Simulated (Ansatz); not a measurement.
Ansatz (a quantum-chemistry and plane-wave program) input:

Ansatz 0.2 input:
```yaml
crystal:
  periodic: [false, false, false]
  atoms:
    - {symbol: Mo, position_ang: [0.01005571, -0.00554988, -0.00937638]}
    - {symbol: O, position_ang: [-1.12636680, -1.20829262, -0.16609354]}
    - {symbol: O, position_ang: [-0.06881079, 1.34347512, -0.97718789]}
    - {symbol: O, position_ang: [1.22566702, -0.15095903, 1.11482621]}
basis:
  gaussian:
    orbitals: def2-TZVP
hamiltonian:
  xc: b3lyp
  dispersion: d3bj
total_charge: -1
magnetization: {spin_polarized: true, initial_magnetization: 1}
relax: {f_tol: 0.002, max_steps: 150}
```

Task: What final total energy does it print?

Result: -294.18893 Eh (B3LYP-D3(BJ)/def2-TZVP). The basis has 133 functions.

The spin state was set by rule; other spins were not relaxed.
